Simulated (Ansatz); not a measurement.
Relaxation of Cl$_{2}$F$_{4}$W (7 atoms, charge 0, multiplicity 1), to a largest force component of 0.02 eV/Å in at most 40 steps.

Level of theory: Ansatz 0.2.0, RHF/def2-SVP.

```xyz
7
Properties=species:S:1:pos:R:3:forces:R:3
W 0.000 0.000 0.000 0.00 1.20 -1.20
F 0.000 0.000 1.850 0.00 -0.08 -1.15
F 1.850 0.000 0.000 -1.32 -0.08 0.08
Cl 0.000 2.390 0.000 0.00 -2.00 0.10
F -1.850 0.000 0.000 1.32 -0.08 0.08
F 0.000 -1.850 0.000 0.00 1.15 0.08
Cl 0.000 0.000 -2.390 0.00 -0.10 2.00
```

**Question.** Where does it end, and by what steps?

**Answer.** The forces met the threshold. After 4 steps the energy has fallen by 0.324 eV; Cl4 moved furthest, 0.08 Å.

| step | energy less start (eV) | largest force component (eV/Å) | accepted |
| --- | --- | --- | --- |
| 0 | 0.0000 | 2.003 | yes |
| 1 | -0.1023 | 2.352 | yes |
| 2 | -0.3223 | 0.116 | yes |
| 3 | -0.3224 | 0.067 | yes |
| 4 | -0.3238 | 0.004 | yes |

```xyz
7
Properties=species:S:1:pos:R:3
W 0.000 0.043 -0.043
F 0.000 -0.013 1.790
F 1.825 0.008 -0.008
Cl 0.000 2.315 0.031
F -1.825 0.008 -0.008
F 0.000 -1.790 0.013
Cl 0.000 -0.031 -2.315
```

Whether the end is a true minimum wasn't checked by a vibrational analysis.

Run time: 8.5 s on 4 threads of Arm Neoverse V1, with other jobs on the host, peak memory 0.32 GiB.
